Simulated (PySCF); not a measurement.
Si(I)(SH) (HISSi), SMILES S[Si]I (connectivity only; charge and spin as stated), neutral, multiplicity 1.

Geometry optimised at PBE0-D3(BJ)/def2-TZVP. The def2 effective core potentials stand for the cores of I; spin–orbit coupling is left out. Other conformers were not sampled.

Calculation: PySCF with TDDFT-B3LYP/def2-SVPD.

Vertical excitations. Isolated molecule, no solvent. State labels are in the subgroup Cs.

```csv
state,symmetry,energy (eV),λ (nm),f,main pairs
S1,A",3.12,397,0.005,HOMO→LUMO 99 %
S2,A",3.95,314,0.004,HOMO−2→LUMO 99 %
S3,A',4.04,307,0.044,HOMO−1→LUMO 94 %
S4,A',5.02,247,0.080,"HOMO→LUMO+1 63 %, HOMO−3→LUMO 26 %"
S5,A',5.20,238,0.048,"HOMO−3→LUMO 60 %, HOMO→LUMO+1 24 %"
S6,A",5.46,227,0.006,HOMO−1→LUMO+1 97 %
S7,A",5.51,225,0.000,HOMO−4→LUMO 97 %
S8,A',5.72,217,0.018,"HOMO→LUMO+2 66 %, HOMO→LUMO+3 30 %"
S9,A',5.83,213,0.077,"HOMO−2→LUMO+1 51 %, HOMO→LUMO+2 18 %, HOMO→LUMO+3 17 %"
S10,A',6.07,204,0.188,"HOMO→LUMO+3 44 %, HOMO−2→LUMO+1 33 %, HOMO→LUMO+2 8 %"
T1,A",2.21,561,0,HOMO→LUMO 91 %
T2,A',3.35,370,0,HOMO−1→LUMO 98 %
T3,A",3.64,341,0,HOMO−2→LUMO 92 %
T4,A',4.08,304,0,HOMO−3→LUMO 97 %
```
Triplets are in the Tamm–Dancoff approximation, which puts them higher than full response would, so one can lie above its singlet here.
